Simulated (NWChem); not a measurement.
System: CHO$_{2}$, doublet; SMILES O=[C]O

Output (shortened):

```
             Northwest Computational Chemistry Package (NWChem) 7.3.0
             --------------------------------------------------------

                             Geometry "geometry" -> ""
                             -------------------------

 Output coordinates in angstroms (scale by  1.889725989 to convert to a.u.)

  No.       Tag          Charge          X              Y              Z
 ---- ---------------- ---------- -------------- -------------- --------------
    1 O                    8.0000    -0.17444900     1.12644100     0.00000000
    2 C                    6.0000     0.41275900     0.10047800     0.00000000
    3 O                    8.0000    -0.02702500    -1.13593000     0.00000000
    4 H                    1.0000    -1.00448000    -1.13008300     0.00000000

 Effective nuclear repulsion energy (a.u.)      63.5645353736

                              NWChem Property Module
                              ----------------------

  itol2e modified to match energy
  convergence criterion.

                                 NWChem DFT Module
                                 -----------------

 Summary of "ao basis" -> "ao basis" (spherical)
 ------------------------------------------------------------------------------
       Tag                 Description            Shells   Functions and Types
 ---------------- ------------------------------  ------  ---------------------
 O                          iglo-ii                 10       22   5s4p1d
 C                          iglo-ii                 10       22   5s4p1d
 H                          iglo-ii                  4        6   3s1p

  itol2e modified to match energy
  convergence criterion.

            General Information
            -------------------
          SCF calculation type: DFT
          Wavefunction type:  spin polarized.
          No. of atoms     :     4
          No. of electrons :    23
           Alpha electrons :    12
            Beta electrons :    11
          Charge           :     0
          Spin multiplicity:     2
          Use of symmetry is: off; symmetry adaption is: off
          Maximum number of iterations: 150
          AO basis - number of functions:    72
                     number of shells:    34
          Convergence on energy requested:  1.00D-07
          Convergence on density requested:  1.00D-05
          Convergence on gradient requested:  5.00D-04

              XC Information
              --------------
                         B3LYP Method XC Potential
                     Hartree-Fock (Exact) Exchange  0.200
                        Slater Exchange Functional  0.800 local
                    Becke 1988 Exchange Functional  0.720 non-local
              Lee-Yang-Parr Correlation Functional  0.810
                  VWN I RPA Correlation Functional  0.190 local

             Grid Information
             ----------------
          Grid used for XC integration:  fine
          Radial quadrature: Mura-Knowles
          Angular quadrature: Lebedev.
          Tag              B.-S. Rad. Rad. Pts. Rad. Cut. Ang. Pts.
          ---              ---------- --------- --------- ---------
          O                   0.60       70           8.0       590
          C                   0.70       70           8.0       590
          H                   0.35       60           8.0       590
          Grid pruning is: on
          Number of quadrature shells:   270
          Spatial weights used:  Erf1

      Superposition of Atomic Density Guess
      -------------------------------------

 Sum of atomic energies:        -187.72217294

      Non-variational initial energy
      ------------------------------

 Total energy =    -188.718850
 1-e energy   =    -382.890734
 2-e energy   =     130.607349
 HOMO         =      -0.151025
 LUMO         =       0.067748

   convergence    iter        energy       DeltaE   RMS-Dens  Diis-err
 ---------------- ----- ----------------- --------- --------- ---------
 d= 0,ls=0.0,diis     1   -189.0385497686 -2.53D+02  7.92D-03  3.72D-01
                                                     6.53D-03  3.48D-01
 d= 0,ls=0.0,diis     2   -188.7501470401  2.88D-01  5.59D-03  1.10D+00
                                                     5.40D-03  1.08D+00
 d= 0,ls=0.0,diis     3   -189.1272728458 -3.77D-01  1.81D-03  7.64D-02
                                                     1.51D-03  7.61D-02
 d= 0,ls=0.0,diis     4   -189.1469983742 -1.97D-02  8.50D-04  2.03D-02
                                                     5.98D-04  1.86D-02
 d= 0,ls=0.0,diis     5   -189.1533579726 -6.36D-03  2.03D-04  8.11D-04
                                                     1.37D-04  8.67D-04
  Resetting Diis
 d= 0,ls=0.0,diis     6   -189.1536316969 -2.74D-04  4.72D-05  2.80D-05
                                                     4.20D-05  2.68D-05
 d= 0,ls=0.0,diis     7   -189.1536433830 -1.17D-05  3.22D-05  2.14D-06
                                                     1.39D-05  1.49D-06
 d= 0,ls=0.0,diis     8   -189.1536438254 -4.42D-07  1.12D-05  1.99D-06
                                                     8.12D-06  1.93D-06
 d= 0,ls=0.0,diis     9   -189.1536444244 -5.99D-07  3.92D-06  4.73D-07
                                                     4.56D-06  5.53D-07
 d= 0,ls=0.0,diis    10   -189.1536446122 -1.88D-07  4.11D-06  8.70D-08
                                                     1.26D-06  3.74D-08
 d= 0,ls=0.0,diis    11   -189.1536446525 -4.02D-08  5.66D-07  6.86D-09
                                                     1.19D-06  1.79D-08

         Total DFT energy =     -189.153644652470
      One electron energy =     -384.123261113225
           Coulomb energy =      154.334708608943
    Exchange-Corr. energy =      -22.929627521829
 Nuclear repulsion energy =       63.564535373642

 Numeric. integr. density =       22.999999947009

                    DFT Final Alpha Molecular Orbital Analysis
                    ------------------------------------------

 Vector   10  Occ=1.000000D+00  E=-4.006627D-01
              MO Center=  7.5D-02,  6.9D-02, -1.1D-09, r^2= 2.0D+00
   Bfn.  Coefficient  Atom+Function         Bfn.  Coefficient  Atom+Function
  ----- ------------  ---------------      ----- ------------  ---------------
    13      0.272301  1 O  py                57      0.209636  3 O  py
    16      0.176612  1 O  py                56     -0.177347  3 O  px
    60      0.175539  3 O  py                10      0.173813  1 O  py
    12      0.172377  1 O  px                34      0.160494  2 C  px
    54      0.134470  3 O  py                49     -0.133792  3 O  s

 Vector   11  Occ=1.000000D+00  E=-3.710883D-01
              MO Center= -8.6D-02, -3.7D-02,  1.0D-09, r^2= 1.8D+00
   Bfn.  Coefficient  Atom+Function         Bfn.  Coefficient  Atom+Function
  ----- ------------  ---------------      ----- ------------  ---------------
    58     -0.332475  3 O  pz                14      0.316066  1 O  pz
    61     -0.288130  3 O  pz                17      0.247375  1 O  pz
    55     -0.214965  3 O  pz                11      0.202931  1 O  pz
    52     -0.078003  3 O  pz                 8      0.073760  1 O  pz
    36      0.073635  2 C  pz                33      0.050962  2 C  pz

 Vector   12  Occ=1.000000D+00  E=-2.513439D-01
              MO Center=  3.6D-01,  2.5D-01,  4.7D-11, r^2= 1.7D+00
   Bfn.  Coefficient  Atom+Function         Bfn.  Coefficient  Atom+Function
  ----- ------------  ---------------      ----- ------------  ---------------
    27      0.524164  2 C  s                 49     -0.310562  3 O  s
    15     -0.296222  1 O  px                34      0.293041  2 C  px
    12     -0.280505  1 O  px                26      0.219433  2 C  s
    31      0.196446  2 C  px                37      0.193125  2 C  px
     9     -0.189212  1 O  px                69      0.178838  4 H  s

 Vector   13  Occ=0.000000D+00  E=-1.313635D-02
              MO Center=  2.7D-01,  2.1D-01, -9.8D-11, r^2= 1.6D+00
   Bfn.  Coefficient  Atom+Function         Bfn.  Coefficient  Atom+Function
  ----- ------------  ---------------      ----- ------------  ---------------
    39      0.503930  2 C  pz                36      0.491359  2 C  pz
    17     -0.412235  1 O  pz                61     -0.278250  3 O  pz
    14     -0.263268  1 O  pz                33      0.254964  2 C  pz
    58     -0.184701  3 O  pz                11     -0.180981  1 O  pz
    55     -0.128797  3 O  pz                30      0.092520  2 C  pz

 Vector   14  Occ=0.000000D+00  E= 1.843834D-02
              MO Center= -1.3D+00, -1.1D+00,  1.3D-10, r^2= 2.4D+00
   Bfn.  Coefficient  Atom+Function         Bfn.  Coefficient  Atom+Function
  ----- ------------  ---------------      ----- ------------  ---------------
    69      1.405432  4 H  s                 27     -0.573620  2 C  s
    49     -0.421938  3 O  s                 59      0.416636  3 O  px
    56      0.195193  3 O  px                60      0.182941  3 O  py
    38      0.179395  2 C  py                53      0.141047  3 O  px
    48     -0.134471  3 O  s                 68      0.118908  4 H  s

 Vector   15  Occ=0.000000D+00  E= 2.047933D-01
              MO Center=  9.7D-02,  3.6D-01,  5.9D-12, r^2= 3.5D+00
   Bfn.  Coefficient  Atom+Function         Bfn.  Coefficient  Atom+Function
  ----- ------------  ---------------      ----- ------------  ---------------
    27     -1.687529  2 C  s                  5      1.537149  1 O  s
    38     -0.997972  2 C  py                37      0.935259  2 C  px
    16     -0.499209  1 O  py                68      0.370998  4 H  s
    60      0.310146  3 O  py                34      0.211025  2 C  px
    15      0.167295  1 O  px                57      0.147657  3 O  py

                     DFT Final Beta Molecular Orbital Analysis
                     -----------------------------------------

[...]

          ----------------------
          Hyperfine Interactions
          ----------------------

 Total Spin Density (Fermi Contact Term)
 ------------------ --------------------
     Atom            x         y         z       Density (a.u.)      Aiso(MHz)     Aiso(Gauss)
     1  17-O     -0.32966   2.12866   0.00000       0.085207        -51.652351     -18.430812
     2  13-C      0.78000   0.18988   0.00000       0.558182        627.502780     223.908218
     3  17-O     -0.05107  -2.14660   0.00000       0.420761       -255.063782     -91.012946
     4   1-H     -1.89819  -2.13555   0.00000       0.021571         96.421181      34.405417

           -------------------------------------------
           Anisotropic Interaction (Spin-Dipolar Term)
           -------------------------------------------

 ------------------------------------------------------------
     Atom            x         y         z
 ------------------------------------------------------------
     1  17-O     -0.32966   2.12866   0.00000

   Spin-Dipolar term (a.u.)
        xx             yy             zz             xy             xz             yz
 ------------------------------------------------------------------------------------------
       1.244391      -0.545428      -0.698963       0.230303      -0.000000      -0.000000

   Principal Comp. of -hf- tensor (au)            Anisotropic -hfcc- (MHz)               Anisotropic -hfcc- (Gauss)
 --------------------------------------------------------------------------------------------------------------------------
      1.273550    -0.574587    -0.698963     -92.153196    41.576752    50.576444     -32.882496    14.835594    18.046902

   Orientation of the principal axis of Hyperfine Tensor w.r.t absolute (molecular) frame
 --------------------------------------------------------------------------------------------------------------------------
      0.992080    -0.125609     0.000000
      0.125609     0.992080     0.000000
     -0.000000    -0.000000     1.000000

 ------------------------------------------------------------
     Atom            x         y         z
 ------------------------------------------------------------
     2  13-C      0.78000   0.18988   0.00000

   Spin-Dipolar term (a.u.)
        xx             yy             zz             xy             xz             yz
 ------------------------------------------------------------------------------------------
       0.661016      -0.358103      -0.302914      -0.126378       0.000000       0.000000

   Principal Comp. of -hf- tensor (au)            Anisotropic -hfcc- (MHz)               Anisotropic -hfcc- (Gauss)
 --------------------------------------------------------------------------------------------------------------------------
      0.676454    -0.373540    -0.302914      90.773697   -50.125557   -40.648139      32.390258   -17.886015   -14.504242

   Orientation of the principal axis of Hyperfine Tensor w.r.t absolute (molecular) frame
 --------------------------------------------------------------------------------------------------------------------------
      0.992621     0.121255    -0.000000
     -0.121255     0.992621     0.000000
      0.000000    -0.000000     1.000000

 ------------------------------------------------------------
     Atom            x         y         z
 ------------------------------------------------------------
     3  17-O     -0.05107  -2.14660   0.00000

   Spin-Dipolar term (a.u.)
        xx             yy             zz             xy             xz             yz
 ------------------------------------------------------------------------------------------
      -0.031035       0.183340      -0.152305       0.186957      -0.000000      -0.000000

   Principal Comp. of -hf- tensor (au)            Anisotropic -hfcc- (MHz)               Anisotropic -hfcc- (Gauss)
 --------------------------------------------------------------------------------------------------------------------------
     -0.139351     0.291657    -0.152305      10.083372   -21.104083    11.020711       3.597992    -7.530449     3.932457

   Orientation of the principal axis of Hyperfine Tensor w.r.t absolute (molecular) frame
 --------------------------------------------------------------------------------------------------------------------------
      0.865269     0.501308    -0.000000
     -0.501308     0.865269     0.000000
      0.000000    -0.000000     1.000000

 ------------------------------------------------------------
     Atom            x         y         z
 ------------------------------------------------------------
     4   1-H     -1.89819  -2.13555   0.00000

   Spin-Dipolar term (a.u.)
        xx             yy             zz             xy             xz             yz
 ------------------------------------------------------------------------------------------
       0.010301       0.003910      -0.014211       0.010412       0.000000       0.000000

   Principal Comp. of -hf- tensor (au)            Anisotropic -hfcc- (MHz)               Anisotropic -hfcc- (Gauss)
 --------------------------------------------------------------------------------------------------------------------------
      0.017997    -0.003786    -0.014211       9.602355    -2.020073    -7.582283       3.426353    -0.720811    -2.705542

   Orientation of the principal axis of Hyperfine Tensor w.r.t absolute (molecular) frame
 --------------------------------------------------------------------------------------------------------------------------
      0.804185    -0.594379    -0.000000
      0.594379     0.804185    -0.000000
      0.000000     0.000000     1.000000
```

Level: B3LYP/IGLO-II, spin-unrestricted, contact and dipolar terms. In the optimisation the excess spin sits in a' (Cs, its own frame). All runs use the structure optimised with PBE0/def2-SVP, spin-unrestricted. No stability test was run on the SCF state.

Problem. Write an input that gives this output.

Solution. One answer among several that fit: the input that was run:
```
start job
memory heap 200 mb stack 900 mb global 1100 mb
geometry units angstroms noautosym nocenter noautoz
  O     -0.174449     1.126441     0.000000
  C      0.412759     0.100478     0.000000
  O     -0.027025    -1.135930     0.000000
  H     -1.004480    -1.130083     0.000000
end
basis spherical
  O library iglo-ii
  C library iglo-ii
  H library iglo-ii
end
dft
  odft
  mult 2
  xc b3lyp
  iterations 150
end
property
  hyperfine
end
task dft property
```
